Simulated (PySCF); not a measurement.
State search for InBr⁺

Unrestricted PBE0; PySCF, scalar-relativistic core potentials, basis sets In def2-TZVPPD with ECP28, Br def2-TZVPPD. Outer shells of the fragments: In+ 4d10 5s2; Br 3d10 4s2 4p5.

Followed along the bond (rough minima from three points):

```csv
2Ms+1,unpaired,⟨S²⟩ at the start,R at minimum (Å),Te (eV)
2,σ ↑,0.76,2.47,0.00
2,π ↑,0.75,3.23,0.28
4,"σ ↑, π ↑↑",3.76,2.76,4.63
```

Solutions found at the starting distance of 2.605 Å, counted from the lowest of them; the search is not exhaustive and high or unbound solutions are not listed, so other states can lie among these:

```tsv
2Ms+1	unpaired	term	E (eV)	⟨S²⟩	⟨Lz²⟩	μ (D)
2	σ ↑	²Σ⁺	0.00	0.76	0.00	-4.37
2	π ↑	²Π	0.71	0.75	1.01	-0.59
4	σ ↑, π ↑↑	mixed	4.60	3.76	2.01	0.19
4	σ ↑, π ↑↑	mixed	4.72	3.76	2.01	0.25
2	σ ↑, π ↑↓	mixed	4.83	1.76	2.01	0.15
4	σ ↑↑, π ↑	⁴Π	6.25	3.75	1.01	0.67
4	σ ↑↑, π ↑	⁴Π	6.44	3.76	1.00	-1.52
4	σ ↑↑↑	⁴Σ⁺	8.12	3.76	0.00	-1.46
```

A term symbol is given only where ⟨S²⟩ and ⟨Lz²⟩ are close to those of a pure state; real π, δ and φ orbitals otherwise mix terms. A positive dipole points towards Br; it is taken about the centre of mass and depends on that origin.

Question: Compare the gap between the two lowest followed solutions at the starting distance with the gap between their minima.

Answer: At PBE0 the second solution (doublet, unpaired electrons π ↑) lies +0.71 eV from the first (doublet, unpaired electrons σ ↑) at 2.605 Å and +0.28 eV at the minima; the two curves relax by different amounts, since their minima lie near 3.23 and 2.47 Å.

Spin–orbit coupling is left out. Counting both spins, an empty level lies below a filled one in some of these solutions, because spin and occupation are held.
